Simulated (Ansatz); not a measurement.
Molecule: C₂H₆ClSi, net charge 0, doublet state. It need not be the lowest isomer of its formula. 
Geometry from a B3LYP-D3(BJ)/def2-TZVP (Ansatz, a quantum-chemistry and plane-wave program) optimisation:
```xyz
10

C      1.5798    -1.1351     0.2744
Si     0.1894     0.0915     0.5692
C     -1.3658    -0.7551     1.1933
Cl    -0.2629     1.0015    -1.2570
H      1.2589    -1.8945    -0.4447
H      2.4662    -0.6397    -0.1216
H      1.8483    -1.6332     1.2084
H     -2.1779    -0.0405     1.3271
H     -1.6893    -1.5142     0.4750
H     -1.1717    -1.2435     2.1505
```
Charge 0, spin multiplicity 2.

Quantity: vertical electron affinity (to the singlet state of charge -1; a negative value means that the extra electron is unbound and the number depends on the basis; each state is the SCF solution reached for its spin), in eV. Correlated levels leave the core frozen unless marked. UHF or UKS for open shells. Spin-orbit coupling is left out. No relativistic terms. Anions need diffuse functions: aug- sets have them; def2-D sets add few. CBS(X,Y): correlation extrapolated as X^-3; Hartree-Fock from the larger set. [CCSD(T)-MP2]/basis is that difference in the basis named.

```tsv
level	program	vertical electron affinity (eV)
SVWN5/def2-TZVPD	Ansatz	(withheld)
r2SCAN/def2-TZVPD	Ansatz	0.53
B3LYP/def2-TZVPD	Ansatz	0.76
wB97X/def2-TZVPD	Ansatz	(withheld)
RI-MP2/CBS(aug-cc-pV(T+d)Z,aug-cc-pV(Q+d)Z)+[CCSD(T)-MP2]/aug-cc-pV(D+d)Z	Ansatz	0.89
```

Question: What belongs in the gaps?

Answer: 
- SVWN5/def2-TZVPD, vertical electron affinity (eV): 0.91
- wB97X/def2-TZVPD, vertical electron affinity (eV): 0.66
